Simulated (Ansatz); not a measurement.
Calculated with Ansatz (gas phase, PBE0-D4/def2-TZVP geometries, no zero-point term in ΔE). CCSD(T)/CBS adds triple-zeta CCSD(T) − MP2 to the extrapolated MP2 energy (def2 sets, frozen cores). This one scheme is used for every species. DFT in def2-TZVPP. HSE06 is defined as in plane-wave codes. Open shells (•) are unrestricted, without spin–orbit coupling. Each species was taken in one conformer, which may not be the lowest.

Reaction (homolysis of the C–Si bond): `C[SiH2][SiH2]Cl` → `[CH3]`• + `[SiH2][SiH2]Cl`•

```
    level  ΔE (eV)
revPBE-D4     3.70
 HSE06-D4     3.80
```

(1) What does CCSD(T)/CBS give? (Estimate.)

Largest T1 diagnostic among the species: 0.013.

## Answers

(1) Computed: +3.93 eV. The listed levels differ from it by -0.23, -0.13 eV.

Leaving LDA and LC-ωPBE aside and taking each functional with its dispersion term where it has one, the values, not all of them listed here, spread over 0.38 eV, from r2SCAN0-D4 to ωB97X-V. LDA lies +0.67 eV from PBE without D4, its usual overbinding. From BLYP to BHLYP (50 % exact exchange), in def2-TZVPP and without D4, ΔE moves by +0.07 eV. In def2-TZVPP, CCSD(T) changes the Hartree–Fock value by +1.08 eV (the triples alone add +0.09 eV) and MP2 by +1.22 eV; breaking electron pairs costs correlation energy, which Hartree–Fock lacks.
